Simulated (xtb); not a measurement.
B(F)(Me)(NH2) (CH₅BFN), SMILES CB(N)F. All values are semi-empirical tight-binding results from xtb (GFN2-xTB unless named), good for trends rather than for accurate numbers. Coordinates come from a GFN2-xTB optimisation. The values are those of a single conformer.

Optimised geometry:

Bonds (Å): B1–F2 1.343, B1–C3 1.583, B1–N7 1.387, C3–H4 1.088, C3–H5 1.086, C3–H6 1.087, N7–H8 1.003, N7–H9 1.006. Angles (°): F2–B1–C3 119.4, F2–B1–N7 116.2, C3–B1–N7 124.4, B1–C3–H4 110.5, B1–C3–H5 112.9, B1–C3–H6 110.8, H4–C3–H5 107.9, H4–C3–H6 106.5, H5–C3–H6 108.1, B1–N7–H8 124.2, B1–N7–H9 122.2, H8–N7–H9 113.6.

* **orbital gap**: 6.90 eV
* **dipole moment**: 2.64 D
* **zero-point energy**: 43.3 kcal/mol
* **G − E(el) at 298.15 K (modified RRHO)**: 25.8 kcal/mol
* **static polarisability (D4 model)**: 37.7 bohr³
* **solvation energy, GFN2-xTB/ALPB(water)**: -4.9 kcal/mol
* **solvation energy, GFN2-xTB/ALPB(ch2cl2)**: -4.4 kcal/mol

Q: Give the IR lines (harmonic; lines under 4 % of the strongest left out, lines within 3 cm⁻¹ merged). (An estimate is asked for; the answer gives what the named calculation found.)

A: ν (cm⁻¹): 536 (w), 581 (s), 834 (w), 870 (m), 1233 (vs), 1371 (s), 1391 (m), 1527 (s), 3027 (w), 3042 (w), 3054 (w) (against the strongest line: vs over 80 %, s over 45 %, m over 15 %, w over 4 %, vw less)

Computed atomic charges and the Wiberg bond orders between heavy atoms:
charges (e) B1 0.39, F2 -0.32, C3 -0.20, H4 0.05, H5 0.03, H6 0.05, N7 -0.34, H8 0.17, H9 0.17. Bond orders B1–F2 1.00, B1–C3 1.00, B1–N7 1.35.
